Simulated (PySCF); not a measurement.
Orbital picture of WBr

TPSS at R = 2.432 Å; PySCF, scalar-relativistic core potentials, basis sets W def2-TZVPP with ECP60, Br def2-TZVPP. State: ⁶Σ⁺ (sextet), unpaired electrons σ ↑, π ↑↑, δ ↑↑. Only the outer orbitals are listed, counted within each symmetry, core potentials removing the inner ones.

```csv
spin,orbital,occ.,ε (eV),on W (%),main shells (%)
α,10σ,1,-8.78,26,"71 Br p, 14 W s, 12 W d"
α,5π,1,-7.59,22,"77 Br p, 20 W d"
α,5π,1,-7.59,22,"77 Br p, 20 W d"
α,11σ,1,-5.82,99,"66 W s, 31 W d"
α,2δ,1,-5.04,100,100 W d
α,2δ,1,-5.04,100,100 W d
α,6π,1,-4.77,80,"77 W d, 19 Br p"
α,6π,1,-4.77,80,"77 W d, 19 Br p"
α,12σ,0,-3.35,83,"45 W d, 26 W p, 16 Br p"
α,7π,0,-1.13,96,94 W p
α,7π,0,-1.13,96,94 W p
β,10σ,1,-8.47,17,"81 Br p, 9 W d"
β,5π,1,-7.22,8,92 Br p
β,5π,1,-7.22,8,92 Br p
β,11σ,0,-3.50,100,"82 W s, 14 W d"
β,6π,0,-2.03,92,89 W d
β,6π,0,-2.03,92,89 W d
```

Which are the highest filled and the lowest empty level, where do they sit, and how wide is the gap?

Highest filled α 6π at -4.77 eV (in %: 77 W d, 19 Br p); lowest empty β 11σ at -3.50 eV (in %: 82 W s, 14 W d); the gap at TPSS is 1.27 eV.

```json
{"bond order (Mayer)": "1.21", "⟨S²⟩": "8.762", "charge on W (Mulliken, basis-dependent)": "0.30", "charge on W (Löwdin, basis-dependent)": "-0.11", "dipole moment (positive dipole means W(−)Br(+))": "-3.06 D"}
```

Spin–orbit coupling is left out. The state is the lowest single determinant that the PBE0 search found; with open d or f shells the true ground state can be another one.
